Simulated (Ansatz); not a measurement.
Consider the cleavage of the B–Si bond: `B[SiH](C)BF` + `C[NH][GeH3]` → `C[N]([GeH3])BF` + `B[SiH2]C`.

Computed with Ansatz on PBE0-D4/def2-TZVP structures; ΔE is electronic, products minus reactants. CCSD(T)/CBS adds triple-zeta CCSD(T) − MP2 to the extrapolated MP2 energy (def2 sets, frozen cores). DFT in def2-TZVPP. For Ge outer-core shells are correlated without core-valence functions, which leaves a few kJ/mol of doubt a bond. Scalar relativity is left out up to krypton. Each species was taken in one conformer, which may not be the lowest.

| level | ΔE (kJ/mol) |
| --- | --- |
| r2SCAN-D4 | -166.1 |
| PBE0-D4 | -162.4 |

Question: What does CCSD(T)/CBS give? (Estimate.)

Answer: Ansatz gave: -170.3 kJ/mol. The listed levels differ from it by 4.2, 7.9 kJ/mol.

Largest T1 diagnostic among the species: 0.014.

From PBE to PBE0 (25 % exact exchange), in def2-TZVPP and without D4, ΔE moves by −7.7 kJ/mol.
